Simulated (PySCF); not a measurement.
Gas-phase reaction: ZrOCl2 + 2 Cl + 2 H ⇌ ZrCl4.H2O

Computed with PySCF (xtb for GFN2) and rigid-rotor harmonic-oscillator thermochemistry at 1 bar. † marks an energy on the PBE0/def2-TZVP geometry and frequencies; other levels use their own. MP2 and CCSD(T) freeze the core. Open shells (unrestricted): Cl (multiplicity 2), H (multiplicity 2); the rest are closed-shell singlets. GFN2 has no spin-polarisation term. Spin-orbit splitting is ignored; it lowers the true energy and changes the entropy of Cl. Zr: scalar-relativistic def2 core potential, no spin-orbit coupling. Adducts (ZrCl4.H2O) have no counterpoise correction, and HF, PBE, BLYP, B3LYP and PBE0 lack dispersion. ZrOCl2, ZrCl4.H2O: computed as isolated molecules; such fragments, hydroxides, amides, oligomers or adducts are transient or little studied in the gas. MP2 isn't extrapolated to the basis-set limit. CCSD(T) isn't extrapolated to the basis-set limit. Warning, large T1 diagnostic: ZrOCl2 (CCSD(T)/def2-SVP†).

```
level               ΔH°(298 K), kJ
------------------  --------------
CCSD(T)/def2-SVP†            -1180
GFN2-xTB                     -1504
MP2/def2-SVP†                  ___
MP2/def2-TZVPP†                ___
PBE/def2-SVP                   ___
PBE/def2-TZVP†               -1199
PBE0/def2-TZVP               -1210
ωB97M-V/def2-TZVP†             ___
```

**Question.** Complete the blanks.

**Answer.** 
- MP2/def2-SVP†, ΔH°(298 K), kJ: -1154
- MP2/def2-TZVPP†, ΔH°(298 K), kJ: -1205
- PBE/def2-SVP, ΔH°(298 K), kJ: -1226
- ωB97M-V/def2-TZVP†, ΔH°(298 K), kJ: -1244
